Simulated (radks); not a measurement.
The numbers below are computed, except where a source is named.
Ionisation of the silicon ion Si+, [Ne] 3s2 3p1, to Si2+, [Ne] 3s2, under several functionals. Non-relativistic Kohn-Sham, spin-polarised, spherical densities, point nucleus; open shells are filled with parallel spins first; a radial shooting solver on a logarithmic mesh with Libxc functionals.

[
 {"functional": "r2SCAN", "E(Si+) (hartree)": "-289.03389", "Exc (hartree)": "-20.49428", "IE (eV)": "16.194", "-e(HOMO) (eV)": "12.184", "<r> HOMO (bohr)": "2.436", "IE error (eV)": "-0.152"},
 {"functional": "XLYP", "E(Si+) (hartree)": "-289.20045", "Exc (hartree)": "-20.65488", "IE (eV)": "16.155", "-e(HOMO) (eV)": "11.927", "<r> HOMO (bohr)": "2.448", "IE error (eV)": "-0.191"},
 {"functional": "exchange-only B88", "E(Si+) (hartree)": "-288.57426", "Exc (hartree)": "-20.01327", "IE (eV)": "15.535", "-e(HOMO) (eV)": "11.429", "<r> HOMO (bohr)": "2.472", "IE error (eV)": "-0.811"},
 {"functional": "OLYP", "E(Si+) (hartree)": "-289.08580", "Exc (hartree)": "-20.55586", "IE (eV)": "16.148", "-e(HOMO) (eV)": "11.996", "<r> HOMO (bohr)": "2.441", "IE error (eV)": "-0.198"},
 {"functional": "revTPSS", "E(Si+) (hartree)": "-288.97194", "Exc (hartree)": "-20.41989", "IE (eV)": "16.237", "-e(HOMO) (eV)": "12.136", "<r> HOMO (bohr)": "2.431", "IE error (eV)": "-0.109"},
 {"functional": "RPBE", "E(Si+) (hartree)": "-289.05267", "Exc (hartree)": "-20.50454", "IE (eV)": "16.261", "-e(HOMO) (eV)": "12.124", "<r> HOMO (bohr)": "2.447", "IE error (eV)": "-0.084"}
]

NIST Atomic Spectra Database: 16.346 eV (measured). Closest: RPBE. The Delta-SCF values span 0.73 eV, the total energies 0.63 hartree. The highest occupied level is 3p. Open shells are spherical and high-spin; term and fine-structure splittings are not resolved.
